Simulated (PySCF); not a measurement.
Molecule: SMILES COc1ccsc1, C$_{5}$H$_{6}$OS.

Bonds (- single, = double, # triple, : aromatic): C1-O2, O2-C3, C3:C4, C4:C5, C5:S6, S6:C7, C7:C3. C1 carries H8, H9, H10; C4 carries H11; C5 carries H12; C7 carries H13.

Frames of a GFN2-xTB Langevin trajectory at 400 K; GIAO PBE0/pcSseg-1 shieldings in PySCF 2.14.0 with density-fitted response routines, gas phase, non-relativistic; equivalent atoms averaged within each frame.

Shifts are taken against calculated references (same method and geometry level): 13C (186.93 ppm), 1H (31.72 ppm) vs TMS; 17O (336.08 ppm) vs H2O; 33S (503.73 ppm) vs CS2. The references are static minima.

Question: How do the shifts (ppm) fluctuate along the trajectory?

Answer: 
| time (fs) | C3 | C5 | C4 | C7 | C1 | O2 | S6 | H12 | H11 | H13 |
| --- | --- | --- | --- | --- | --- | --- | --- | --- | --- | --- |
| optimised geometry | 165.2 | 133.2 | 125.2 | 101.4 | 57.9 | 100.7 | 182 | 7.08 | 6.89 | 5.79 |
| 250 | 166.3 | 131.0 | 118.0 | 109.3 | 71.2 | 118.2 | 180 | 7.15 | 6.81 | 6.10 |
| 425 | 165.2 | 151.0 | 135.5 | 112.8 | 55.7 | 80.8 | 271 | 8.10 | 6.91 | 6.85 |
| 625 | 167.9 | 133.9 | 124.6 | 106.7 | 60.5 | 105.5 | 171 | 7.16 | 7.02 | 6.57 |
| 800 | 165.6 | 140.7 | 120.9 | 107.1 | 62.2 | 110.1 | 218 | 7.02 | 6.54 | 7.03 |
| 1000 | 159.8 | 136.3 | 123.5 | 107.4 | 64.7 | 90.0 | 186 | 8.07 | 6.50 | 5.94 |
| mean of frames | 165.0 | 138.6 | 124.5 | 108.6 | 62.9 | 100.9 | 205 | 7.50 | 6.76 | 6.50 |
| standard deviation | 3.0 | 7.8 | 6.7 | 2.5 | 5.7 | 15.2 | 41 | 0.54 | 0.23 | 0.47 |

5 frames give an uncertainty of the mean of about the standard deviation over 2.2 at best, since frames this close in time may not be independent; classical motion lacks zero-point vibration, and the reference would need the same averaging.
